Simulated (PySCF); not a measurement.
Ionisation energy along the 9-electron series

Calculated with PySCF 2.14 and a two-component X2C-1e Hamiltonian (Gaussian nucleus, no Breit or QED terms), each ion in its own even-tempered basis scaled to its charge; GMP2 freezes nothing and drops the highest virtual spinors. Values in eV. NIST values: (m) measured, (s) semi-empirical, (t) theoretical.

```tsv
ion	configuration	GHF (spin-free)	GMP2 (spin-free)	GHF (screened spin-orbit)	GMP2 (screened spin-orbit)	NIST
Re⁶⁶⁺	[He] 2s2 2p5	16852.2	16853.9	16429.3	16430.9	16410 ± 40 (t)
Ir⁶⁸⁺	[He] 2s2 2p5	17883.6	17885.4	17409.3	17411.0	17390 ± 50 (t)
```

(1) Fill in the row of Os⁶⁷⁺.

## Answers

(1) configuration: [He] 2s2 2p5; GHF (spin-free): 17363.6; GMP2 (spin-free): 17365.4; GHF (screened spin-orbit): 16915.6; GMP2 (screened spin-orbit): 16917.2; NIST: 16900 ± 40 (t).
